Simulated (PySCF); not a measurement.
Isomers of C6H10Si. Computed with TDDFT B3LYP/def2-SVPD, vertical, gas phase, core orbitals frozen in the response (PySCF). Geometries: GFN2-xTB; one conformer of each isolated species. Triplets are in the Tamm–Dancoff approximation.

A. `C#C[Si]1(C)CCC1`
B. `C([SiH2]C1C=C1)(C)=C`
C. `C1=CC1[SiH2]CC=C`

Lowest singlet levels (six at most, fewer where fewer were computed) with oscillator strengths:

1. 5.91 eV (f 0.001); 6.08 eV (f 0.045); 6.13 eV (f 0.003); 6.73 eV (f 0.003); 6.76 eV (f 0.164); 6.90 eV (f 0.037); T1 5.00 eV
2. 5.18 eV (f 0.012); 5.73 eV (f 0.016); 5.83 eV (f 0.041); 6.25 eV (f 0.000); 6.27 eV (f 0.006); 6.36 eV (f 0.006); T1 3.66 eV
3. 5.33 eV (f 0.020); 5.61 eV (f 0.003); 5.93 eV (f 0.001); 6.19 eV (f 0.012); 6.37 eV (f 0.004); 6.53 eV (f 0.012); T1 3.68 eV

Question: Match each spectrum to its molecule.

Answer: 1 = A, 2 = C, 3 = B.
- A: S1 at 5.91 eV, HOMO-1→LUMO (75%), HOMO-2→LUMO (12%), HOMO→LUMO+1 (9%); Löwdin shares by element: HOMO carbon 55% or more, silicon 15% (atoms not listed hold the other 30%); LUMO carbon 59% or more, silicon 17% (atoms not listed hold the other 24%); HOMO -7.32 and LUMO -0.25 eV; point group Cs.
- B: S1 at 5.33 eV, HOMO→LUMO (96%); Löwdin shares by element: HOMO carbon 70% or more, silicon 11% (atoms not listed hold the other 19%); LUMO carbon 76% or more, hydrogen 7% or more (atoms not listed hold the other 17%); HOMO -6.62 and LUMO -0.56 eV.
- C: S1 at 5.18 eV, HOMO→LUMO (97%); Löwdin shares by element: HOMO carbon 60% or more (atoms not listed hold the other 40%); LUMO carbon 75% or more, hydrogen 7% or more (atoms not listed hold the other 18%); HOMO -6.45 and LUMO -0.56 eV.
B and C have S1 within 0.15 eV of each other; their strongest listed levels stand at 5.33 eV (f 0.020) and 5.83 eV (f 0.041).
